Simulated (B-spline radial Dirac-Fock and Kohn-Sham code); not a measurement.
**Sn⁵⁺: non-radiative channels of the L1 vacancy**

System: Sn⁵⁺, 1s2 2s2 2p6 3s2 3p6 3d10 4s2 4p6 4d9.

Method: independent-particle rates on relativistic LDA orbitals of the hole state (multipoles up to L = 3, Coulomb Auger matrix elements, transition energies from Dirac-Fock). Computed with an atomic code on a B-spline grid. Kinetic energies are configuration averages from the vacuum level; the two-hole energies are estimated from single-hole states.

```
transition  kinetic energy (eV)  width (meV)  share (%)
   L1-L2N1                66.80          176        6.3
   L1-L2N3                120.2          155        5.5
   L1-L3N1                294.4          241        8.5
   L1-L3N3                348.1          201        7.1
   L1-L3N4                421.6          165        5.8
   L1-L3N5                423.0          216        7.6
   L1-M1M3               2751.3          158        5.6
   L1-M1M4               2968.6          127        4.5
   L1-M1M5                    –          180        6.4
   L1-M4M5                    –          261        9.2
```

A dash stands for an energy that rests on an unreliable hole state.

Coster-Kronig rates are the weakest part of this model and often come out 1.5 to 2.5 times too large. The listed channels hold 67 % of the non-radiative rate. Summed by principal shells, of 2.82 eV in all: LLN 52.4 %, LMM 37.2 %, LMN 9.7 %, LNN 0.7 %.
